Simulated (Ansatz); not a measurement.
Input file for Ansatz (an electronic-structure program): U-CCSD(T)/cc-pVTZ on GeH2 (SMILES [GeH2]), a point of a bond scan (R = 1.599 Å). The run froze 14 orbitals, filled d shells among them.

Ansatz 0.2 input:
```yaml
crystal:
  periodic: [false, false, false]
  atoms:
    - {symbol: Ge, position_ang: [0.00662121, -0.00051204, 0.06580777]}
    - {symbol: H, position_ang: [-0.12324177, -1.12902996, -1.06003192]}
    - {symbol: H, position_ang: [-0.08863693, 1.14541518, -1.04581664]}
basis:
  gaussian:
    orbitals: cc-pVTZ
correlation: {method: ccsd_t, electrons: outside_noble_gas}
scf: {omitted_lower_state_checks: [cluster_reference]}
magnetization: {spin_polarized: true, initial_magnetization: 0}
```

Problem. Predict the final total energy.

Solution. -2076.6472 hartree (reference determinant -2076.5169, T1 diagnostic 0.088). Its determinant has ⟨S²⟩ = 0.26, a mixture of spin states.
